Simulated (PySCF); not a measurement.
PySCF input (CCSD(T)/cc-pVDZ):

```python
from pyscf import gto, scf, mp, cc as ccmod

mol = gto.M(
    atom='''
    Si    1.19539252   -0.12168310    0.01645495
    Si   -1.16229105    0.12120571   -0.02749547
    H     2.12967456    0.96629337    0.36680398
    H     1.89726773   -1.39723520   -0.22779539
    H    -1.45318068   -0.20595896    1.38667991
    H    -1.39983874    1.52947855   -0.38173963
    H    -1.63734345   -0.88589432   -0.98938161
    ''',
    basis='cc-pvdz',
    charge=1,
    spin=0,
    verbose=4,
)

mf = scf.RHF(mol)
mf.conv_tol = 1e-10
mf.max_cycle = 100
mf.kernel()
mp2 = mp.MP2(mf, frozen=10).run()
cc = ccmod.CCSD(mf, frozen=10)
cc.max_cycle = 100
cc.kernel()
et = cc.ccsd_t()
print(f'E(CCSD(T)) = {cc.e_tot + et:.9f}')
```

Output:

```
PySCF version 2.14.0

[INPUT] verbose = 4
[INPUT] num. atoms = 7
[INPUT] num. electrons = 32
[INPUT] charge = 1
[INPUT] spin (= nelec alpha-beta = 2S) = 0
[INPUT] symmetry False subgroup None
[INPUT] Mole.unit = angstrom
[INPUT] Symbol           X                Y                Z      unit          X                Y                Z       unit  Magmom
[INPUT]  1 Si     1.195392520000  -0.121683100000   0.016454950000 AA    2.258964474154  -0.229947732988   0.031095348893 Bohr   0.0
[INPUT]  2 Si    -1.162291050000   0.121205710000  -0.027495470000 AA   -2.196411761533   0.229045596633  -0.051958907966 Bohr   0.0
[INPUT]  3 H      2.129674560000   0.966293370000   0.366803980000 AA    4.024501652854   1.826029825283   0.693159063600 Bohr   0.0
[INPUT]  4 H      1.897267730000  -1.397235200000  -0.227795390000 AA    3.585316394675  -2.640391859602  -0.430470899538 Bohr   0.0
[INPUT]  5 H     -1.453180680000  -0.205958960000   1.386679910000 AA   -2.746113494709  -0.389206027300   2.620445252337 Bohr   0.0
[INPUT]  6 H     -1.399838740000   1.529478550000  -0.381739630000 AA   -2.645311837156   2.890295572897  -0.721383351593 Bohr   0.0
[INPUT]  7 H     -1.637343450000  -0.885894320000  -0.989381610000 AA   -3.094130692350  -1.674097640108  -1.869660275581 Bohr   0.0

nuclear repulsion = 82.1101717183333
number of shells = 25
number of NR pGTOs = 117
number of NR cGTOs = 61
basis = cc-pvdz
ecp = {}

******** <class 'pyscf.scf.hf.RHF'> ********
method = RHF
initial guess = minao
damping factor = 0
level_shift factor = 0
DIIS = <class 'pyscf.scf.diis.CDIIS'>
diis_start_cycle = 1
diis_space = 8
diis_damp = 0
SCF conv_tol = 1e-10
SCF conv_tol_grad = None
SCF max_cycles = 100
direct_scf = True
direct_scf_tol = 1e-13
Set gradient conv threshold to 1e-05
Initial guess from minao.
init E= -580.341982504322
  HOMO = -0.301880497726687  LUMO = -0.0825979039545488  gap/eV = 5.96698
cycle= 1 E= -580.400958385368  delta_E= -0.059  |g|= 0.335  |ddm|= 1.77
  HOMO = -0.682806301265225  LUMO = -0.278416758634465  gap/eV = 11.00400
cycle= 2 E= -580.45944426602  delta_E= -0.0585  |g|= 0.0733  |ddm|= 0.479
  HOMO = -0.630845444923809  LUMO = -0.217929794210434  gap/eV = 11.23601
cycle= 3 E= -580.462568243384  delta_E= -0.00312  |g|= 0.0203  |ddm|= 0.0921
  HOMO = -0.636987772963515  LUMO = -0.219657978064772  gap/eV = 11.35612
cycle= 4 E= -580.462900347681  delta_E= -0.000332  |g|= 0.00361  |ddm|= 0.0336
  HOMO = -0.637669984919015  LUMO = -0.220210574225067  gap/eV = 11.35965
cycle= 5 E= -580.462915326903  delta_E= -1.5e-05  |g|= 0.000797  |ddm|= 0.00818
  HOMO = -0.637800632324994  LUMO = -0.220156052925328  gap/eV = 11.36469
cycle= 6 E= -580.462916132223  delta_E= -8.05e-07  |g|= 0.000124  |ddm|= 0.00225
  HOMO = -0.637769997364434  LUMO = -0.220140237274851  gap/eV = 11.36428
cycle= 7 E= -580.462916150648  delta_E= -1.84e-08  |g|= 2.39e-05  |ddm|= 0.000342
  HOMO = -0.637768948962595  LUMO = -0.220135185668832  gap/eV = 11.36439
cycle= 8 E= -580.462916151252  delta_E= -6.03e-10  |g|= 5.6e-06  |ddm|= 6.6e-05
  HOMO = -0.637768464067326  LUMO = -0.22013518803455  gap/eV = 11.36438
cycle= 9 E= -580.462916151293  delta_E= -4.15e-11  |g|= 1.35e-06  |ddm|= 1.75e-05
  HOMO = -0.637768448717249  LUMO = -0.220135066041456  gap/eV = 11.36438
Extra cycle  E= -580.462916151292  delta_E= 7.96e-13  |g|= 7.37e-07  |ddm|= 2.37e-06
converged SCF energy = -580.462916151292

******** <class 'pyscf.mp.mp2.RMP2'> ********
nocc = 6, nmo = 51
frozen orbitals 10
E(RMP2) = -580.64355714979  E_corr = -0.180640998497407
E(SCS-RMP2) = -580.66062732373  E_corr = -0.197711172437298
E_corr(same-spin) = -0.0219900297226039
E_corr(oppo-spin) = -0.158650968774803

******** <class 'pyscf.cc.ccsd.CCSD'> ********
CC2 = 0
CCSD nocc = 6, nmo = 51
frozen orbitals 10
max_cycle = 100
direct = 0
conv_tol = 1e-07
conv_tol_normt = 1e-05
diis_space = 6
diis_start_cycle = 0
diis_start_energy_diff = 1e+09
Init t2, MP2 energy = -580.643557149657  E_corr(MP2) -0.180640998365081
Init E_corr(CCSD) = -0.180640998365606
cycle = 1  E_corr(CCSD) = -0.214815464554276  dE = -0.0341744662  norm(t1,t2) = 0.052432
cycle = 2  E_corr(CCSD) = -0.223532184261827  dE = -0.00871671971  norm(t1,t2) = 0.018845
cycle = 3  E_corr(CCSD) = -0.227677357842105  dE = -0.00414517358  norm(t1,t2) = 0.00841412
cycle = 4  E_corr(CCSD) = -0.227779947100891  dE = -0.000102589259  norm(t1,t2) = 0.0021234
cycle = 5  E_corr(CCSD) = -0.227645219944003  dE = 0.000134727157  norm(t1,t2) = 0.00109328
cycle = 6  E_corr(CCSD) = -0.227651286512871  dE = -6.06656887e-06  norm(t1,t2) = 0.000348383
cycle = 7  E_corr(CCSD) = -0.227659855801417  dE = -8.56928855e-06  norm(t1,t2) = 0.00011166
cycle = 8  E_corr(CCSD) = -0.227659720349357  dE = 1.3545206e-07  norm(t1,t2) = 4.0648e-05
cycle = 9  E_corr(CCSD) = -0.227659270273801  dE = 4.50075556e-07  norm(t1,t2) = 1.3906e-05
cycle = 10  E_corr(CCSD) = -0.227659008170098  dE = 2.62103703e-07  norm(t1,t2) = 3.74969e-06
cycle = 11  E_corr(CCSD) = -0.227658798563601  dE = 2.09606497e-07  norm(t1,t2) = 1.70192e-06
cycle = 12  E_corr(CCSD) = -0.227658728966962  dE = 6.95966397e-08  norm(t1,t2) = 7.87563e-07
CCSD converged
E(CCSD) = -580.6905748802593  E_corr = -0.2276587289669616
CCSD(T) correction = -0.0051239961856161
E(CCSD(T)) = -580.695698876
```
